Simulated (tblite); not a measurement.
C5H3N3O2.
Geometry (GFN2-xTB, Å), atoms numbered from 1 in this order:
```xyz
13
C5H3N3O2 angstrom
C     -2.4368    0.0211   -0.2014
C     -1.2242    0.8888   -0.0962
O     -1.2158    2.0913   -0.0881
C      0.0394    0.1092    0.0029
N      0.1550   -1.1910    0.0015
N      1.4435   -1.4796    0.1051
C      2.0823   -0.3399    0.1674
C      3.4773   -0.1652    0.2842
N      4.6084   -0.0269    0.3792
O      1.2396    0.7044    0.1068
H     -3.3277    0.6380   -0.2729
H     -2.3497   -0.6208   -1.0753
H     -2.4956   -0.6289    0.6690
```

Computed with GFN2-xTB (tblite): harmonic, unscaled wavenumbers at the GFN2-xTB geometry, gas phase. This tight-binding method is rough: wavenumbers can miss measured ones by several per cent, in bad cases by 10 to 20. One conformer, not necessarily the lowest.

How many normal modes are there?

13 atoms, non-linear: 3N − 6 = 33.

What is the point group of the computed structure, and how do the modes divide by symmetry?

Cs. The vibrations span 22 a′ + 11 a″.

How many distinct wavenumbers does the calculation give?

33: Cs has no degenerate species.

How many fundamentals are allowed in the infrared by symmetry?

33 of 33: in Cs every mode is allowed. All fundamentals are allowed in the Raman spectrum.

Which of the modes above 1550 cm⁻¹ are stretches that can be named?

C=O 1765; C≡N 2387; sp3 C–H 3029, 3041, 3069 cm⁻¹.

How large is the harmonic zero-point energy?

Half the sum of the wavenumbers, 17509 cm⁻¹, or 2.171 eV from 33 modes; those above 1550 cm⁻¹ give 0.824 eV of it.

Convert 1764.7 cm⁻¹, one of the modes, to μm, THz, fs a period, meV and kJ/mol.

5.667 μm, 52.9 THz, 18.9 fs, 218.8 meV or 21.11 kJ/mol.

Treat the C=O stretch at 1765 cm⁻¹ as a diatomic oscillator. What force constant follows?

With μ = 6.856 u, k = μ(2πcν̃)² = 1258 N/m; the bond's atoms carry 98 % of the mode, and this is an estimate.

The run took 0.37 s of wall time on an Arm Neoverse V1 with one thread, shared host with 32 logical CPUs at a one-minute load of 10. The figure is for the frequency step alone.
